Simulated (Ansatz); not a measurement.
Geometry optimisation, Ansatz 0.2.0, RKS CAM-B3LYP/STO-3G.

input.yaml

```yaml
crystal:
  periodic: [false, false, false]
  atoms:
    - { symbol: O, position_ang: [-2.3619, -1.3936, -0.3126] }
    - { symbol: Al, position_ang: [-0.8041, -1.6926, 0.4845] }
    - { symbol: C, position_ang: [0.538, -0.227, 0.6218] }
    - { symbol: C, position_ang: [0.949, 0.514, -0.654] }
    - { symbol: C, position_ang: [0.2862, 1.6727, 0.0665] }
    - { symbol: O, position_ang: [0.0295, 0.936, 1.2401] }
    - { symbol: H, position_ang: [-2.2255, -1.5474, -1.2771] }
    - { symbol: H, position_ang: [-0.4432, -3.1305, 1.0461] }
    - { symbol: H, position_ang: [-1.20427, -1.21081, 1.89139] }
    - { symbol: H, position_ang: [1.9666, 0.6163, -0.8171] }
    - { symbol: H, position_ang: [0.2527, 0.19, -1.5028] }
    - { symbol: H, position_ang: [-0.6428, 2.0534, -0.3555] }
    - { symbol: H, position_ang: [0.9774, 2.5102, 0.2695] }
basis:
  gaussian: { orbitals: STO-3G }
hamiltonian:
  xc: cam_b3lyp
relax:
  f_tol: 0.02
  max_steps: 50
output:
  orbitals: {}
```

Run as:

```bash
$ ansatz run input.yaml --threads 1 --pin off --max-ram 2048MiB --backend cpu --events-out ev --progress --plain --runs-dir out
```

**Question.** Where does it end, and by what steps?

**Answer.** It converged. Limits of this set-up: minimal basis. After 15 steps the energy has fallen by 4.872 eV; O1 moved furthest, 1.01 Å. Joined: O1–C3.

```json
{"step": "0", "energy less start (eV)": "0.0000", "largest force component (eV/Å)": "4.781", "accepted": "yes"}
{"step": "1", "energy less start (eV)": "-1.7810", "largest force component (eV/Å)": "1.940", "accepted": "yes"}
{"step": "2", "energy less start (eV)": "-2.6888", "largest force component (eV/Å)": "1.218", "accepted": "yes"}
{"step": "3", "energy less start (eV)": "-3.1636", "largest force component (eV/Å)": "1.183", "accepted": "yes"}
{"step": "4", "energy less start (eV)": "-3.4835", "largest force component (eV/Å)": "0.816", "accepted": "yes"}
{"step": "5", "energy less start (eV)": "-3.8647", "largest force component (eV/Å)": "0.906", "accepted": "yes"}
{"step": "6", "energy less start (eV)": "-4.2655", "largest force component (eV/Å)": "1.257", "accepted": "yes"}
{"step": "7", "energy less start (eV)": "-4.5925", "largest force component (eV/Å)": "1.232", "accepted": "yes"}
{"step": "8", "energy less start (eV)": "-4.5327", "largest force component (eV/Å)": "3.423", "accepted": "no"}
{"step": "9", "energy less start (eV)": "-4.7957", "largest force component (eV/Å)": "0.316", "accepted": "yes"}
{"step": "10", "energy less start (eV)": "-4.8315", "largest force component (eV/Å)": "0.456", "accepted": "yes"}
{"step": "11", "energy less start (eV)": "-4.8452", "largest force component (eV/Å)": "0.455", "accepted": "yes"}
{"step": "12", "energy less start (eV)": "-4.8681", "largest force component (eV/Å)": "0.201", "accepted": "yes"}
{"step": "13", "energy less start (eV)": "-4.8710", "largest force component (eV/Å)": "0.050", "accepted": "yes"}
{"step": "14", "energy less start (eV)": "-4.8716", "largest force component (eV/Å)": "0.028", "accepted": "yes"}
{"step": "15", "energy less start (eV)": "-4.8718", "largest force component (eV/Å)": "0.016", "accepted": "yes"}
```

```xyz
13
Properties=species:S:1:pos:R:3
O -1.630 -0.763 -0.033
Al -0.757 -1.917 1.151
C -0.233 -0.209 0.476
C 0.621 0.357 -0.706
C 0.276 1.759 -0.124
O -0.447 1.131 1.019
H -1.507 -0.991 -1.017
H -0.202 -3.085 0.408
H -1.480 -1.996 2.450
H 1.686 0.095 -0.658
H 0.241 0.159 -1.720
H -0.388 2.383 -0.755
H 1.137 2.368 0.209
```

Whether the end is a true minimum wasn't checked by a vibrational analysis.

Time of the run: 74 s on 1 thread of Intel(R) Xeon(R) Platinum 8259CL CPU @ 2.50GHz (Skylake/Cascade Lake) (shared host), peak memory 0.15 GiB.
